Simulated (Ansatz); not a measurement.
Steps of a relaxation of Cl2HSSn (`[SH][Sn]([Cl])[Cl]`) radical with UKS PBE0-D4/def2-TZVP.

```sh
$ ansatz run in.yaml --threads 4 --pin off --events-out ev --progress --plain --max-ram 10444MiB
```

```yaml
crystal:
  periodic: [false, false, false]
  atoms:
    - {symbol: S, position_ang: [0.018050, 1.800058, 0.387256]}
    - {symbol: Sn, position_ang: [0.728755, -0.439167, -0.434542]}
    - {symbol: Cl, position_ang: [1.721163, -1.600361, 1.417558]}
    - {symbol: Cl, position_ang: [-1.317365, -1.564339, -1.017488]}
    - {symbol: H, position_ang: [-1.100702, 1.730109, -0.394184]}
basis:
  gaussian: {orbitals: def2-TZVP}
magnetization: {spin_polarized: true, initial_magnetization: 1}
hamiltonian: {xc: pbe0, dispersion: d4}
relax: {f_tol: 0.005, max_steps: 150}
```

Positions (Å) and forces (eV/Å) along the path, 10 of 10 steps:

```xyz
5
step=1 energy=-41720.8016 eV
S     0.018    1.800    0.387   -0.218   -0.573   -0.482
Sn    0.729   -0.439   -0.435   -0.518   -0.074    0.598
Cl    1.721   -1.600    1.418   -0.288    0.332   -0.554
Cl   -1.317   -1.564   -1.017    0.598    0.295    0.164
H    -1.101    1.730   -0.394    0.426    0.020    0.274
5
step=2 energy=-41720.8660 eV
S     0.034    1.745    0.390   -0.274    0.220   -0.035
Sn    0.688   -0.411   -0.411    0.210   -0.071   -0.205
Cl    1.665   -1.550    1.363    0.100   -0.115    0.167
Cl   -1.272   -1.533   -0.986   -0.189   -0.112   -0.047
H    -1.065    1.675   -0.397    0.153    0.079    0.120
5
step=3 energy=-41720.8727 eV
S     0.014    1.741    0.388   -0.117    0.109    0.002
Sn    0.700   -0.434   -0.411   -0.059    0.004   -0.080
Cl    1.689   -1.577    1.372    0.006    0.007    0.023
Cl   -1.269   -1.569   -0.986   -0.012   -0.034   -0.006
H    -1.083    1.765   -0.404    0.182   -0.086    0.061
5
step=4 energy=-41720.8611 eV rejected
S    -0.085    1.711    0.505    0.539   -0.351    0.255
Sn    0.658   -0.427   -0.433   -0.079    0.232    0.289
Cl    1.714   -1.544    1.335   -0.021    0.017   -0.079
Cl   -1.291   -1.621   -0.955    0.021   -0.030   -0.033
H    -0.947    1.807   -0.494   -0.459    0.133   -0.432
5
step=5 energy=-41720.8782 eV
S    -0.017    1.745    0.447    0.042   -0.102    0.007
Sn    0.659   -0.423   -0.410    0.003    0.025    0.034
Cl    1.701   -1.565    1.349   -0.025    0.033   -0.027
Cl   -1.275   -1.626   -0.981    0.015    0.026    0.018
H    -1.019    1.795   -0.447   -0.036    0.019   -0.031
5
step=6 energy=-41720.8790 eV
S    -0.026    1.725    0.458    0.067   -0.066    0.013
Sn    0.664   -0.428   -0.418   -0.005    0.068    0.039
Cl    1.702   -1.552    1.350    0.000   -0.002   -0.005
Cl   -1.280   -1.614   -0.976   -0.012   -0.018   -0.006
H    -1.010    1.795   -0.455   -0.050    0.018   -0.042
5
step=7 energy=-41720.8793 eV
S    -0.032    1.715    0.470   -0.012    0.018   -0.001
Sn    0.656   -0.424   -0.416   -0.041   -0.058   -0.019
Cl    1.707   -1.546    1.345    0.001   -0.001   -0.001
Cl   -1.284   -1.629   -0.976    0.053    0.029    0.015
H    -0.996    1.810   -0.465    0.000    0.013    0.007
5
step=8 energy=-41720.8796 eV
S    -0.045    1.710    0.479    0.009    0.005    0.008
Sn    0.649   -0.426   -0.413   -0.009   -0.013   -0.015
Cl    1.713   -1.548    1.340   -0.005   -0.001    0.004
Cl   -1.283   -1.637   -0.973    0.016    0.002    0.005
H    -0.985    1.827   -0.476   -0.010    0.006   -0.002
5
step=9 energy=-41720.8797 eV
S    -0.041    1.712    0.477    0.008   -0.005    0.002
Sn    0.650   -0.427   -0.416   -0.005    0.000   -0.001
Cl    1.709   -1.548    1.341   -0.002    0.001    0.000
Cl   -1.280   -1.641   -0.972    0.005    0.000    0.001
H    -0.988    1.829   -0.471   -0.006    0.003   -0.003
5
step=10 energy=-41720.8797 eV
S    -0.040    1.711    0.478   -0.002   -0.001   -0.003
Sn    0.649   -0.427   -0.417   -0.003    0.001    0.000
Cl    1.708   -1.546    1.341    0.000    0.001    0.000
Cl   -1.279   -1.645   -0.972    0.002    0.000    0.000
H    -0.988    1.834   -0.470    0.004   -0.001    0.003
```

Run time 49 s (4 threads of an Arm Neoverse V2 on a shared host); peak host memory 0.65 GiB.
